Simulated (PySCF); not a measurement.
H3O3Zr, SMILES [OH][Zr+]([OH])[OH], charge +1, multiplicity 1.

The structure is a stationary point at B3LYP-D3(BJ)/def2-SVP. The spin state was assumed, not searched. The isomer is the one that the SMILES or the coordinates give; other isomers of the formula were not compared. The def2 effective core potentials stand for the cores of Zr; spin–orbit coupling is left out. One conformer was computed; it need not be the lowest.

Two levels are set side by side: PBE/def2-TZVPD (PySCF) and r2SCAN/def2-TZVPD (PySCF). Same geometry, gas phase. Differences are taken from unrounded values.

| quantity | PBE |
|---|---|
| orbital gap (eV) | 4.09 |
| highest occupied level (eV) | -12.72 |
| lowest empty level (eV) | -8.63 |
| mean polarisability (bohr³) | 46.3 |

Question: These are the PBE values. What does r2SCAN give? (An estimate is asked for; the answer gives what the named calculation found.)

Answer: 
```
quantity                     r2SCAN  PBE minus r2SCAN
---------------------------  ------  ----------------
orbital gap (eV)               4.81             -0.72
highest occupied level (eV)  -13.05              0.33
lowest empty level (eV)       -8.24             -0.39
mean polarisability (bohr³)    44.5               1.8
```

Rough cost on one machine, each run with all the roots and properties that it gave: r2SCAN against PBE about 4 times.
